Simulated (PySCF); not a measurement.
Job file and geometry (Å, from GFN2-xTB) of an NMR shielding run on `InChI=1S/C3H12N2Si3/c1-2-3-7-5(6)8-4/h4,7-8H2,1,6H3`, GIAO PBE0/pcSseg-1 NMR shielding, non-relativistic, gas phase (PySCF); density fitting, a coarse starting grid and PySCF grid level 2 are the driver's defaults:

```
$ OMP_NUM_THREADS=1 python probes_run.py task.json out

{"job": {"kind": "nmr", "xc": "PBE0", "basis": "pcSseg-1"}, "charge": 0, "multiplicity": 1}
C      3.255907     1.780884     0.378754
C      2.327338     0.860406    -0.242278
C      1.552382     0.095539    -0.760523
Si     0.325084    -1.059423    -1.528820
N     -1.158378    -1.036587    -0.613660
Si    -1.655988    -2.420505     0.310326
Si    -2.084499     0.444420    -0.625235
N     -1.209151     1.576020     0.331045
H      3.012393     1.900853     1.434671
H      4.273675     1.400465     0.292163
H      3.200205     2.753702    -0.110346
H      0.056494    -0.589703    -2.894058
H      0.858724    -2.421622    -1.512654
H     -2.639862    -1.998934     1.302807
H     -0.482888    -2.999148     0.970230
H     -2.249491    -3.409943    -0.599709
H     -2.273612     0.818710    -2.036937
H     -3.373609     0.235326     0.025884
H     -0.202452     1.554377     0.262027
H     -1.537418     2.525841     0.384186
```

Q: Write the output of this run.

A: 
```
coarse grid: 17696 points
cycle   1  E = -1098.7108316811  dE =  6.763e-01  |g| = 6.807e-01  |ddm| = 4.293e+00
cycle   2  E = -1098.6188184444  dE =  9.201e-02  |g| = 9.262e-01  |ddm| = 1.606e+00
cycle   3  E = -1098.8074150262  dE = -1.886e-01  |g| = 1.510e-01  |ddm| = 1.052e+00
cycle   4  E = -1098.8120810330  dE = -4.666e-03  |g| = 6.687e-02  |ddm| = 1.735e-01
cycle   5  E = -1098.8130564639  dE = -9.754e-04  |g| = 2.585e-02  |ddm| = 6.655e-02
cycle   6  E = -1098.8132100984  dE = -1.536e-04  |g| = 5.939e-03  |ddm| = 2.597e-02
cycle   7  E = -1098.8132176368  dE = -7.538e-06  |g| = 1.818e-03  |ddm| = 7.207e-03
final grid: 155856 points
cycle   8  E = -1098.8547351962  dE = -2.478e-05  |g| = 8.185e-03  |ddm| = 3.716e-02
cycle   9  E = -1098.8547246229  dE =  1.057e-05  |g| = 1.087e-02  |ddm| = 1.811e-02
cycle  10  E = -1098.8547495481  dE = -2.493e-05  |g| = 8.434e-04  |ddm| = 1.051e-02
cycle  11  E = -1098.8547497095  dE = -1.614e-07  |g| = 1.976e-04  |ddm| = 9.988e-04
cycle  12  E = -1098.8547497165  dE = -6.949e-09  |g| = 1.022e-04  |ddm| = 2.602e-04
cycle  13  E = -1098.8547497186  dE = -2.154e-09  |g| = 3.426e-05  |ddm| = 1.073e-04
cycle  14  E = -1098.8547497188  dE = -2.103e-10  |g| = 1.609e-05  |ddm| = 3.601e-05
converged SCF energy = -1098.8547497188

GIAO shielding tensors (ppm)
atom      isotropic    diamagn.    paramagn.     s11        s22        s33       span
  0 C      181.011     251.957     -70.946    172.285    172.963    197.786     25.501
  1 C       73.200     276.512    -203.312    -21.284    -14.062    254.947    276.231
  2 C       98.159     261.208    -163.049      3.981     21.334    269.161    265.179
  3 Si     405.117     883.560    -478.442    367.774    386.933    460.644     92.870
  4 N      258.018     334.702     -76.684    225.485    261.768    286.802     61.317
  5 Si     393.845     880.392    -486.547    342.610    374.096    464.830    122.221
  6 Si     371.232     882.254    -511.023    343.872    362.201    407.622     63.750
  7 N      244.601     322.793     -78.192    207.723    239.698    286.381     78.658
  8 H       29.564      31.690      -2.127     24.495     28.375     35.821     11.325
  9 H       29.543      25.518       4.026     24.375     27.468     36.787     12.412
 10 H       29.658      28.160       1.497     24.626     28.077     36.269     11.643
 11 H       26.714      30.288      -3.575     23.216     25.111     31.813      8.597
 12 H       26.732      30.383      -3.651     22.978     25.739     31.479      8.501
 13 H       26.799      29.931      -3.131     23.151     25.579     31.668      8.517
 14 H       26.752      30.479      -3.727     22.890     25.545     31.821      8.931
 15 H       26.892      28.342      -1.451     22.851     24.699     33.125     10.275
 16 H       26.228      30.274      -4.046     23.126     24.281     31.277      8.151
 17 H       26.656      30.222      -3.566     23.192     24.855     31.920      8.729
 18 H       29.877      38.094      -8.217     19.481     27.182     42.968     23.487
 19 H       31.909      32.274      -0.365     24.662     26.866     44.199     19.537
```

Q: Turn these shieldings into chemical shifts. References, each an isolated molecule treated in the same way: 13C (186.93 ppm), 29Si (349.16 ppm), 1H (31.72 ppm) against TMS; NH3 for 15N (267.73 ppm).

A: Averaging equivalent atoms: C 1: 113.7; C 2: 88.8; C 0: 5.9; Si 6: -22.1; Si 5: -44.7; Si 3: -56.0; N 7: 23.1; N 4: 9.7; H 16/17: 5.28; H 11/12: 4.99; H 13/14/15: 4.90; H 8/9/10: 2.13; H 18/19: 0.82 ppm. Experimental scales use liquid or dissolved standards, which lie at an offset from isolated NH3 (liquid NH3: subtract about 20 ppm).

Size and cost of the density-fitted run: 217 basis functions, 2.4 min wall time (110 s CPU) on 1 thread of an Intel Xeon, shared host; peak memory 0.89 GiB.
